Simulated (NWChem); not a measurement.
System: TiF3, doublet; SMILES [F][Ti]([F])[F]

NWChem printed, in part:

```
             Northwest Computational Chemistry Package (NWChem) 7.3.0
             --------------------------------------------------------

                             Geometry "geometry" -> ""
                             -------------------------

 Output coordinates in angstroms (scale by  1.889725989 to convert to a.u.)

  No.       Tag          Charge          X              Y              Z
 ---- ---------------- ---------- -------------- -------------- --------------
    1 Ti                  22.0000     0.00000000     0.00000000     0.00000000
    2 F                    9.0000    -1.76056100     0.04180300     0.00000000
    3 F                    9.0000     0.91648300     1.50378900     0.00000000
    4 F                    9.0000     0.84407800    -1.54559200     0.00000000

 Effective nuclear repulsion energy (a.u.)     220.6474614611

                                 NWChem DFT Module
                                 -----------------

 Summary of "ao basis" -> "ao basis" (spherical)
 ------------------------------------------------------------------------------
       Tag                 Description            Shells   Functions and Types
 ---------------- ------------------------------  ------  ---------------------
 Ti                          6-31g*                 12       34   5s4p2d1f
 F                           6-31g*                  6       14   3s2p1d

            General Information
            -------------------
          SCF calculation type: DFT
          Wavefunction type:  spin polarized.
          No. of atoms     :     4
          No. of electrons :    49
           Alpha electrons :    25
            Beta electrons :    24
          Charge           :     0
          Spin multiplicity:     2
          Use of symmetry is: off; symmetry adaption is: off
          Maximum number of iterations: 150
          AO basis - number of functions:    76
                     number of shells:    30
          Convergence on energy requested:  1.00D-06
          Convergence on density requested:  1.00D-05
          Convergence on gradient requested:  5.00D-04

              XC Information
              --------------
                         B3LYP Method XC Potential
                     Hartree-Fock (Exact) Exchange  0.200
                        Slater Exchange Functional  0.800 local
                    Becke 1988 Exchange Functional  0.720 non-local
              Lee-Yang-Parr Correlation Functional  0.810
                  VWN I RPA Correlation Functional  0.190 local

[...]

                                NWChem TDDFT Module
                                -------------------

            General Information
            -------------------
           No. of orbitals :     152
            Alpha orbitals :      76
             Beta orbitals :      76
        Alpha frozen cores :       0
         Beta frozen cores :       0
     Alpha frozen virtuals :       0
      Beta frozen virtuals :       0
         Spin multiplicity :       2
    Number of AO functions :      76
        Use of symmetry is : off
      Symmetry adaption is : off
         Schwarz screening :  0.10D-07

              XC Information
              --------------
                  B3LYP Method XC Potential
              Hartree-Fock (Exact) Exchange   0.20
                 Slater Exchange Functional   0.80 local
             Becke 1988 Exchange Functional   0.72 non-local
       Lee-Yang-Parr Correlation Functional   0.81
           VWN I RPA Correlation Functional   0.19 local

             TDDFT Information
             -----------------
          Calculation type : Tamm-Dancoff TDDFT
         Wavefunction type : Unrestricted
          No. of electrons :      49
           Alpha electrons :      25
            Beta electrons :      24
              No. of roots :       6
          Max subspacesize :    5200
            Max iterations :     100
               Target root :       1
           Target symmetry : none
      Symmetry restriction : off
                 Algorithm : Optimal
        Davidson threshold :  0.10D-03

    6 smallest eigenvalue differences (eV)
--------------------------------------------------------
  No. Spin  Occ  Vir  Irrep   E(Occ)    E(Vir)   E(Diff)
--------------------------------------------------------
    1    1   25   26 a        -0.232    -0.081     4.105
    2    1   25   27 a        -0.232    -0.081     4.105
    3    1   25   28 a        -0.232    -0.030     5.497
    4    1   25   29 a        -0.232    -0.030     5.497
    5    1   25   30 a        -0.232    -0.011     6.021
    6    1   25   31 a        -0.232     0.002     6.364
--------------------------------------------------------

  Entering Davidson iterations
  Unrestricted

  Iter   NTrls   NConv    DeltaV     DeltaE      Time
  ----  ------  ------  ---------  ---------  ---------
    1      6       0     0.11E+00   0.10+100       11.0
    2     12       0     0.51E-01   0.11E-01       11.7
    3     18       0     0.12E-01   0.19E-02       11.7
    4     24       0     0.16E-02   0.25E-03       11.6
    5     30       2     0.34E-03   0.22E-05       12.1
    6     34       6     0.86E-04   0.14E-06        9.8
  ----  ------  ------  ---------  ---------  ---------
  Convergence criterion met

  Ground state a       -1149.135534238498 a.u.
  <S2> =   0.7520

  ----------------------------------------------------------------------------
  Root   1         a              0.035531115 a.u.                0.9669 eV
  <S2> =   0.7638
  ----------------------------------------------------------------------------
     Transition Moments    X -0.00000   Y  0.00000   Z  0.00000
     Dipole Oscillator Strength                    0.0000000000
     Electric Quadrupole                           0.0000000000
     Magnetic Dipole                               0.0000005793
     Total Oscillator Strength                     0.0000005793

[...]
```

Level: B3LYP/6-31G* (spherical d), spin-unrestricted, TDA. In the optimisation the excess spin sits in a' (C3h, its own frame). Structure relaxed at the PBE-D3(BJ)/def2-SVP, spin-unrestricted level. No stability test was run on the SCF state.

Q: Write an input that gives this output.

A: This is not unique; one that fits is the input that was run:
```
start job
memory heap 200 mb stack 900 mb global 1100 mb
geometry units angstroms noautosym nocenter noautoz
  Ti     0.000000     0.000000     0.000000
  F     -1.760561     0.041803     0.000000
  F      0.916483     1.503789     0.000000
  F      0.844078    -1.545592     0.000000
end
basis spherical
  * library 6-31g*
end
dft
  odft
  mult 2
  xc b3lyp
  iterations 150
end
tddft
  cis
  nroots 6
end
task tddft energy
```
